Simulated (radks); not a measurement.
Neutral calcium inside a hard spherical wall (all orbitals vanish at R), configuration held at [Ar] 4s2 and not refilled when levels cross. Calculated with a radial shooting solver on a logarithmic mesh with Libxc functionals: non-relativistic Kohn-Sham, PBE, spin-polarised, spherical densities, point nucleus. Eigenvalues in eV for spin up, with the zero of energy where the potential of the charges vanishes at infinity; a dash marks a level that is unbound or too diffuse for the functional's potential to be trusted. A positive occupied level is held by the wall or, in an anion where self-interaction has pushed it up, behind a barrier. The pressure on the wall is -dE/dV.

| R (bohr) | E (hartree) | kinetic (hartree) | e(2p) | e(3s) | e(3p) | e(4s) | e(3d, empty) | e(4p, empty) | pressure (GPa) |
|---|---|---|---|---|---|---|---|---|---|
| free | -677.34882 | 676.672 | -334.46 | -46.686 | -28.059 | -3.753 | -2.069 | -1.418 | 0 |
| 20 | -677.34882 | 676.672 | -334.46 | -46.686 | -28.059 | -3.753 | -2.069 | -1.418 | < 0.0001 |
| 15 | -677.34880 | 676.672 | -334.45 | -46.684 | -28.056 | -3.752 | -2.066 | -1.409 | 0.000172 |
| 10 | -677.34642 | 676.692 | -334.27 | -46.511 | -27.886 | -3.626 | -1.913 | -1.138 | 0.0538 |
| 7 | -677.30912 | 676.883 | -333.02 | -45.327 | -26.720 | -2.548 | -0.854 | 0.572 | 1.75 |
| 4 | -676.62793 | 679.106 | -325.78 | -39.210 | -20.780 | 9.357 | 5.670 | 16.123 | 116 |
| 3.5 | -676.06112 | 680.872 | -321.81 | -36.333 | -17.933 | 17.824 | 9.192 | 26.157 | 302 |
| 3 | -674.87008 | 684.581 | -314.51 | -31.434 | -12.901 | 34.057 | 15.427 | 44.379 | 905 |
| 2.5 | -672.05207 | 693.070 | -300.10 | -21.968 | -2.771 | 67.973 | 27.580 | 80.393 | 3260 |
| 2 | -664.37330 | 714.278 | -270.62 | -0.362 | 20.695 | 146.46 | 53.658 | 159.52 | 14800 |
